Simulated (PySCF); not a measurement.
CF3GeNO, SMILES [Ge]([N]=C=O)([F])([F])[F]. Heavy atoms are numbered as in [O:1]=[C:2]=[N:3][Ge:4]([F:5])([F:6])[F:7].

Geometry: B3LYP-D3(BJ)/def2-SVP. This is a generated structure with no PubChem entry under its InChIKey; it may be hypothetical. Other conformers were not sampled.

Computed with PySCF with PBE/def2-TZVP.

ESP charges are fitted to the potential on shells at 1.4 to 2.0 van der Waals radii. Atomic charges (e), one atom of each kind:

```json
[
 {"atom": "O1", "ESP fit": "-0.30", "Löwdin": "0.24", "Mulliken": "-0.13"},
 {"atom": "C2", "ESP fit": "0.58", "Löwdin": "-0.35", "Mulliken": "0.23"},
 {"atom": "N3", "ESP fit": "-0.47", "Löwdin": "?", "Mulliken": "-0.22"},
 {"atom": "Ge4", "ESP fit": "0.96", "Löwdin": "?", "Mulliken": "0.97"},
 {"atom": "F5", "ESP fit": "-0.27", "Löwdin": "?", "Mulliken": "-0.28"}
]
```

Q: Complete the blanks. (Estimate from the structure and the level; the computed values follow.)

A: 
- N3, Löwdin: 0.02
- Ge4, Löwdin: 0.26
- F5, Löwdin: -0.06
